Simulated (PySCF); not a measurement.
Input file for PySCF: D3(BJ) and D4 dispersion corrections on CH5BOSe (SMILES COB[SeH]), a point of a torsion scan.

```python
from pyscf import gto
from pyscf.dispersion import dftd3, dftd4

mol = gto.M(
    atom='''
    C    -1.05811589   -0.64039809   -0.15356226
    O    -0.27840766    0.32956728   -0.80800121
    B     0.60191742    1.13385184   -0.23279866
    Se    1.49226766    2.34250209   -1.43665142
    H    -0.83251317   -1.61666389   -0.58778361
    H    -2.11192341   -0.40869683   -0.32186102
    H    -0.85415190   -0.66061716    0.91956363
    H     0.86024861    1.15363732    0.91337106
    H     0.82724117    1.90298371   -2.63025568
    ''',
    basis='def2-svp',
    charge=0, spin=0, verbose=0, max_memory=1800)
d3, d4 = {}, {}
for xc in ['hf', 'pbe', 'blyp', 'revpbe', 'tpss', 'r2scan', 'b3lyp', 'pbe0', 'bhlyp', 'camb3lyp', 'b2plyp']:
    d3[xc] = float(dftd3.DFTD3Dispersion(mol, xc=xc, version='d3bj', atm=False).get_dispersion()['energy'])
    print(f'D3(BJ) {xc:10s} {d3[xc]:14.8f} Eh')
for xc in ['hf', 'pbe', 'blyp', 'revpbe', 'tpss', 'r2scan', 'b3lyp', 'pbe0', 'bhlyp', 'camb3lyp', 'b2plyp']:
    d4[xc] = float(dftd4.DFTD4Dispersion(mol, xc={'camb3lyp': 'cam-b3lyp'}.get(xc, xc), atm=True).get_dispersion()['energy'])
    print(f'D4     {xc:10s} {d4[xc]:14.8f} Eh')
```

Program output:

```
D3(BJ) hf            -0.04780390 Eh
D3(BJ) pbe           -0.00575170 Eh
D3(BJ) blyp          -0.01241505 Eh
D3(BJ) revpbe        -0.01455621 Eh
D3(BJ) tpss          -0.00729540 Eh
D3(BJ) r2scan        -0.00162886 Eh
D3(BJ) b3lyp         -0.01017191 Eh
D3(BJ) pbe0          -0.00502296 Eh
D3(BJ) bhlyp         -0.00809499 Eh
D3(BJ) camb3lyp      -0.00464190 Eh
D3(BJ) b2plyp        -0.00479740 Eh
D4     hf            -0.02103281 Eh
D4     pbe           -0.00570246 Eh
D4     blyp          -0.01269842 Eh
D4     revpbe        -0.01834660 Eh
D4     tpss          -0.00771092 Eh
D4     r2scan        -0.00140205 Eh
D4     b3lyp         -0.00920742 Eh
D4     pbe0          -0.00480188 Eh
D4     bhlyp         -0.00691261 Eh
D4     camb3lyp      -0.00486191 Eh
D4     b2plyp        -0.00397771 Eh
```

The run finished.

Cost: around 0.04 core-seconds (rough).
